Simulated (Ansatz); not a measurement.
Relaxation of Se₆⁺ with UKS PBE0-D4/def2-SVP.

```sh
$ ansatz run in.yaml --threads 4 --pin off --events-out ev --progress --plain --max-ram 4787MiB
```

```yaml
crystal:
  periodic: [false, false, false]
  atoms:
    - {symbol: Se, position_ang: [1.063130, -1.944680, 0.108970]}
    - {symbol: Se, position_ang: [1.083340, 1.651850, -1.009800]}
    - {symbol: Se, position_ang: [-2.190170, -0.095040, -0.350910]}
    - {symbol: Se, position_ang: [-1.060740, 1.944510, -0.108640]}
    - {symbol: Se, position_ang: [2.187930, 0.099100, 0.352820]}
    - {symbol: Se, position_ang: [-1.083480, -1.655740, 1.007550]}
basis:
  gaussian: {orbitals: def2-SVP}
total_charge: 1
magnetization: {spin_polarized: true, initial_magnetization: 1}
hamiltonian: {xc: pbe0, dispersion: d4}
scf: {lower_state_search: "off"}
output: {orbitals: {seedname: orbitals}}
relax: {f_tol: 0.02, max_steps: 100}
```

Hardware: 4 threads of Arm Neoverse V1 on a shared host. Wall time 51 s, peak host memory 1.3 GiB.

Positions (Å) and forces (eV/Å) at steps 1, 2, 4 of 4:

```xyz
6
step=1 energy=-391998.7519 eV
Se    1.063   -1.945    0.109   -0.115    0.238    0.087
Se    1.083    1.652   -1.010   -0.110   -0.136    0.187
Se   -2.190   -0.095   -0.351    0.242    0.026    0.140
Se   -1.061    1.945   -0.109    0.096   -0.226   -0.079
Se    2.188    0.099    0.353   -0.226   -0.056   -0.122
Se   -1.083   -1.656    1.008    0.112    0.154   -0.213
6
step=2 energy=-391998.7627 eV
Se    1.050   -1.925    0.099    0.039   -0.059    0.014
Se    1.069    1.629   -1.007    0.035    0.061   -0.022
Se   -2.164   -0.097   -0.355   -0.074   -0.003    0.001
Se   -1.050    1.926   -0.099   -0.029    0.058   -0.015
Se    2.163    0.099    0.358    0.068   -0.002    0.001
Se   -1.070   -1.633    1.003   -0.039   -0.054    0.021
6
step=4 energy=-391998.7644 eV
Se    1.055   -1.930    0.106    0.001   -0.001   -0.001
Se    1.074    1.638   -1.004    0.000    0.001   -0.002
Se   -2.172   -0.096   -0.350   -0.001   -0.001   -0.001
Se   -1.053    1.931   -0.106    0.000    0.002    0.001
Se    2.171    0.098    0.353    0.001   -0.001    0.001
Se   -1.074   -1.641    1.001   -0.001    0.000    0.001
```

Another isomer (doublet) lies 0.04 eV lower at PBE0-D4/def2-SVP; other spin states weren't run for this one.
